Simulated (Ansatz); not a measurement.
`[SiH3][AlH][S][SiH3]` + H₂S → `[SiH3][AlH][SH]` + `[SiH3]S` at 500 K and 1 bar (ligand exchange at the Al–S bond).

Isolated molecules relaxed with PBE0-D4/def2-TZVP in Ansatz; ΔE leaves out vibrations. CBS: MP2 limit from def2 TZ/QZ plus the TZ coupled-cluster correction, frozen cores. This one scheme is used for every species. One conformer a species, not always the lowest.

```json
{"species": "`[SiH3][AlH][S][SiH3]`", "CCSD(T)/CBS energy (Eh)": "-1222.20542", "H − E (kJ/mol)": "211.4", "S (J/(mol·K))": "468.4"}
{"species": "H₂S", "CCSD(T)/CBS energy (Eh)": "-398.97279", "H − E (kJ/mol)": "57.0", "S (J/(mol·K))": "224.0"}
{"species": "`[SiH3][AlH][SH]`", "CCSD(T)/CBS energy (Eh)": "-931.90162", "H − E (kJ/mol)": "149.9", "S (J/(mol·K))": "399.6"}
{"species": "`[SiH3]S`", "CCSD(T)/CBS energy (Eh)": "-689.27336", "H − E (kJ/mol)": "117.6", "S (J/(mol·K))": "310.5"}
```

H − E and S are ideal-gas, rigid-rotor, harmonic terms from PBE0-D4/def2-TZVP, for one conformer and one mirror image of each species. 1 Eh = 2625.50 kJ/mol, R = 8.31446 J/(mol·K).

Question: By hand: ΔE, ΔH, ΔS and ΔG.

Answer: ΔE = (-931.90162) + (-689.27336) − (-1222.20542) − (-398.97279) = 0.00323 Eh = 8.5 kJ/mol. Δ(H − E) = 149.9 + 117.6 − 211.4 − 57.0 = -0.9, so ΔH = 7.6 kJ/mol. ΔS = 399.6 + 310.5 − 468.4 − 224.0 = 17.7 J/(mol·K). ΔG = 7.6 − 500 × (17.7)/1000 = -1.2 kJ/mol.

Question: By hand: the equilibrium constant, and the temperature at which ΔG would vanish if ΔH and ΔS stayed fixed.

Answer: log₁₀ K = −ΔG/(RT ln 10) = 0.1. ΔG = 0 at ΔH/ΔS = 429 K, though so small a ΔH makes that figure unsure.

TΔS isn't small against ΔH here. The sign of ΔG lies within the doubt. A doubt of 5 kJ/mol in ΔE shifts log₁₀ K by 0.5 here. Other conformers and mirror images would add mixing entropy, several J/(mol·K) or more a flexible species. Modes under 60 cm⁻¹, often nearly free rotors, make the harmonic entropy too high. These are equilibria of isolated gas molecules and say nothing of rates. Largest T1 diagnostic: 0.013 (customary marks: 0.02 for closed shells, 0.045 for open ones).
